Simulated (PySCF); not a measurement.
MoOCl₂, SMILES [Cl][Mo](=[O])[Cl] (connectivity only; charge and spin as stated), neutral, multiplicity 3.

Geometry optimised at PBE0-D3(BJ)/def2-SVP. The multiplicity is an assumed one; other spin states were not compared. The def2 effective core potentials stand for the cores of Mo; spin–orbit coupling is left out.

The numbers are results of PBE0/def2-TZVPD in PySCF, not measurements.

Gas-phase values at a fixed geometry.

Question: Estimate the frontier levels, dipole moment and polarisability. (An estimate is asked for; the answer gives what the named calculation found.)

Answer: 
```
Item                                                                                                             Value
---------------------------------------------------------------------------------------------  -----------------------
α spin, highest occupied and lowest empty level                                                     -7.56 and -3.49 eV
β spin, highest occupied and lowest empty level                                                     -9.64 and -3.55 eV
dipole moment                                                                                                   0.20 D
quadrupole, principal values (traceless, Buckingham form, about the centre of nuclear charge)   -3.68, -2.63, 6.31 D·Å
mean static polarisability                                                                       70.3 bohr³ (10.42 Å³)
polarisability, principal values                                                                52.0, 71.4, 87.5 bohr³
⟨S²⟩                                                                                           2.022 (pure state 2.00)
```
